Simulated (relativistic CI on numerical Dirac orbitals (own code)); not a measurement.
Cu³⁺ in a cubic cluster: L2,3 absorption with charge transfer

Computed with a charge-transfer multiplet model of a cubic metal-ligand cluster with up to 2 ligand holes, Slater and spin-orbit integrals from Dirac-Coulomb-Breit ions, Slater integrals scaled by 0.7. The ground state mixes d8 with configurations of k ligand holes L, whose averages lie at kΔ + k(k − 1)U_dd/2; a core hole lowers each added d electron by U_cd. 20 K, Lorentzian 0.4 eV and Gaussian 0.3 eV FWHM.

Atomic integrals in eV (Slater integrals scaled, ζ unscaled), ground: F2dd 9.683, F4dd 6.042, zeta_d 0.110; with the core hole: F2dd 9.683, F4dd 6.042, zeta_d 0.138, zeta_core 13.377, F2cd 6.178, G1cd 4.735, G3cd 2.694.

Cluster parameters (eV): Δ = 0.1, U_dd = 7, 10Dq = 0.3, 10Dq(ligand) = 0.7, V(eg) = 3, V(t2g) = -1.41, final-state hopping factor = 1.

```csv
Case,n_d,d8,d9L,d10L2,S
U_cd = 6.4 eV,8.61,0.45,0.49,0.06,1.00
U_cd = 7 eV,8.61,0.45,0.49,0.06,1.00
U_cd = 7.6 eV,8.61,0.45,0.49,0.06,1.00
U_cd = 8.2 eV,8.61,0.45,0.49,0.06,1.00
U_cd = 10 eV,8.61,0.45,0.49,0.06,1.00
```

Weights, n_d and S are thermal averages at 20 K. Photon energies count from the first peak over 30 % of the highest in each spectrum, which can be another peak from case to case. The parameters are a model scan and need not match a compound or its usual spin state. Peaks in eV (height, largest 100):
- U_cd = 6.4 eV: 0.0 (100), 1.0 (19), 20.2 (25), 20.7 (24)
- U_cd = 7 eV: 0.0 (100), 0.9 (20), 20.1 (26), 20.6 (25)
- U_cd = 7.6 eV: 0.0 (100), 20.2 (26), 20.5 (25)
- U_cd = 8.2 eV: 0.0 (100), 20.2 (28)
- U_cd = 10 eV: 0.0 (100), 6.8 (10), 20.3 (33)

Curve for U_cd = 10 eV (points under 2 left out, the grid thinned):

```
E (eV)  Intensity
  -1.6        2.1
  -1.4        2.7
  -1.2        3.6
  -1.0        5.1
  -0.7       10.1
  -0.5       18.9
  -0.3       42.3
  -0.1       86.0
   0.1       96.5
   0.3       58.7
   0.5       34.2
   0.8       14.8
   1.0        8.1
   1.2        5.1
   1.4        3.6
   1.6        2.7
   1.8        2.2
   6.1        2.1
   6.3        3.3
   6.6        8.1
   6.8       10.0
   7.0        7.8
   7.2        4.9
   7.4        3.7
   7.6        3.7
   7.8        3.9
   8.1        5.0
   8.3        3.8
  19.3        2.4
  19.5        4.0
  19.7        7.9
  19.9       17.2
  20.1       29.3
  20.3       32.6
  20.6       19.4
  20.8        9.1
  21.0        4.5
  21.2        2.7
  26.6        2.6
  26.8        3.8
  27.0        3.4
  27.3        2.1
  27.5        2.7
  27.7        3.5
  27.9        2.4
```

For the case U_cd = 8.2 eV, Δ = 0.1 eV is smaller than U_dd = 7 eV, the charge-transfer side of the Zaanen-Sawatzky-Allen scheme. With the core hole the configuration with one ligand hole lies at Δ + U_dd − U_cd = 0.7, 0.1, -0.5, -1.1, -2.9 eV from the one without, in the order of the table; where this is negative the screened configuration lies lower, though the effective hopping of about 3.5 eV (from the holes of the mixed ground state) mixes the two strongly wherever it is as large as the gap.
